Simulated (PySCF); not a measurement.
# Excitation energy of P by level of theory

P [Ne] 3s2 3p3 (4S) → P [Ne] 3s2 3p2 3d1 (high-spin determinant), as a difference of total energies. All numbers are calculated (PySCF 2.14, no relativity, point nucleus, in aug-cc-pV(Q+d)Z (7s6p5d3f2g, 89 functions)). Correlated levels: valence: [Ne] frozen. The calculations carry no spin-orbit coupling.

```csv
method,excitation energy (cm⁻¹)
UHF,71575
LDA,68583
PBE,67918
PBE0,69797
r2SCAN,71389
TPSS,69276
LC-wPBE,73229
PW91,68116
M06,68859
MP2 (valence),72923
SCS-MP2 (valence),72366
```

A first-order spin-orbit estimate (lowest level to lowest level, LS coupling) adds -0.022 eV.

The promoted electron is Rydberg-like, and one or two diffuse shells describe it only roughly, which tends to raise the upper state.

In the upper state the promoted electron has a positive orbital energy at LDA, PBE, r2SCAN, TPSS, so the basis confines it.

The determinant of the upper state mixes LS terms, which raises its energy above the lowest term, most at the Hartree-Fock and MP2 levels.
